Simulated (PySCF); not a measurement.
Task: Give a PBE0-D3(BJ)/def2-SVP geometry of `C=CC[Si@@](C)(O)OC=C`.

Result: 
Z-matrix in Å and degrees, rows numbered from 1:
```
C 
C   1  1.3358
C   2  1.4930  1  125.52
Si  3  1.8719  2  111.04  1   104.59
C   4  1.8605  3  113.60  2   -63.00
O   4  1.6577  3  105.53  2    60.44
O   4  1.6901  3  110.84  2   173.25
C   7  1.3414  4  131.31  3    66.59
C   8  1.3372  7  127.63  4    -5.27
H   1  1.0953  2  121.72  3     2.64
H   1  1.0927  2  121.24  3  -177.89
H   2  1.0969  1  118.78  3   177.13
H   3  1.1021  2  111.36  1   -17.13
H   3  1.1034  2  111.30  1  -136.93
H   5  1.1002  4  111.79  3   -61.63
H   5  1.1012  4  110.92  3   178.21
H   5  1.1007  4  109.76  3    58.37
H   6  0.9612  4  116.93  3   169.52
H   8  1.0967  7  111.80  4   175.01
H   9  1.0906  8  119.29  7  -179.79
H   9  1.0927  8  123.00  7    -0.12
```

Of the pairs four or more bonds apart, Si4···H21 is among the closest relative to their van der Waals radii: 3.03 Å, 92 % of the sum of Bondi's values. Si4 (oxygen-bound silicon) is distorted tetrahedral (angles from 104.7° to 113.6°). O7 (silyl ether oxygen) is bent (angle 131.3°). The C–C distances run from 1.336 Å (C1=C2, drawn double) to 1.493 Å (C2–C3, drawn single), a spread of 0.157 Å.

Theory: PySCF 2.14.0, PBE0-D3(BJ)/def2-SVP geometry optimisation, gas phase.

Point group: C1 (no symmetry element, even within 0.4 Å). PBE0-D3(BJ)/def2-SVP frequencies: not computed here. The numbers are those of one conformer (C1–C2–C3–Si4 105°, C2–C3–Si4–C5 -63°, C3–Si4–O6–H 170°, C3–Si4–O7–C8 67°, Si4–O7–C8–C9 -5°).

On one thread, Intel Xeon Platinum 8559C (x86_64), shared host with 32 logical CPUs at a one-minute load of 10, this took 3.3 min and 0.87 GiB of memory at its peak. That covers the optimisation of the geometry.
